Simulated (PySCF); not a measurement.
# Correlation energy of Eu (europium, neutral)

[Xe] 4f6 5d1 6s2, one real determinant (an excited configuration). All numbers are calculated (PySCF 2.14, scalar relativity by spin-free X2C-1e, in x2c-TZVPPall (11s7p7d4f2g, 113 functions)). Frozen: [Ar] 3d10; 35 electrons correlated.

MP2 pair energies summed by pair of shells (mhartree):

```tsv
pair	energy	share (%)
4d-4f	-225.82	19.5
4d-4d	-180.76	15.6
4f-5p	-112.38	9.7
5p-5p	-109.02	9.4
4d-5p	-92.72	8.0
4f-4f	-86.80	7.5
4p-4d	-51.08	4.4
5s-5p	-32.16	2.8
5p-6s	-31.65	2.7
4d-5s	-28.45	2.5
4f-5s	-25.59	2.2
5p-5d	-25.36	2.2
4p-4f	-24.89	2.2
4s-4d	-17.37	1.5
6s-6s	-14.74	1.3
4p-4p	-14.22	1.2
4p-5p	-10.36	0.9
4f-5d	-9.67	0.8
4f-6s	-9.11	0.8
4s-4f	-8.94	0.8
5d-6s	-8.55	0.7
5s-5s	-5.79	0.5
4p-5s	-5.76	0.5
4d-5d	-5.61	0.5
4s-4p	-5.33	0.5
4d-6s	-4.54	0.4
5s-5d	-3.22	0.3
5s-6s	-1.77	0.2
4s-4s	-1.66	0.1
4s-5p	-1.12	0.1
```

Total MP2 correlation energy: -1156.5 mhartree.

Same-spin part -461.40 and opposite-spin part -695.08 mhartree; SCS-MP2 scales them by 1/3 and 6/5 to -987.90 mhartree.

The reference is one real determinant that mixes LS terms of this configuration.

This basis was not built for core-valence correlation, so the inner-shell part is incomplete.
